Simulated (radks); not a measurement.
Task: All-electron atom: O in [He] 2s2 2p4 (the NIST ground configuration). Calculated with a radial shooting solver on a logarithmic mesh with Libxc functionals: scalar-relativistic Kohn-Sham, PBE, spin-polarised, spherical densities, finite nucleus; open shells are filled with parallel spins first; Fermi nuclear charge, rms radius 2.6991 fm. Some entries of the table are withheld. Estimate them.

orbital  occ.  eigenvalue (Ry)  <1/r> (bohr^-1)
1s up       1        -37.83812            7.630
1s down     1        -37.74751            7.641
2s up       1              (1)              (2)
2s down     1              (3)              (4)
2p up       3         -0.75142            1.127
2p down     1         -0.52814            1.066

Result: 
(1) 2s up eigenvalue (Ry): -1.85336
(2) 2s up <1/r> (bohr^-1): 1.294
(3) 2s down eigenvalue (Ry): -1.61460
(4) 2s down <1/r> (bohr^-1): 1.262
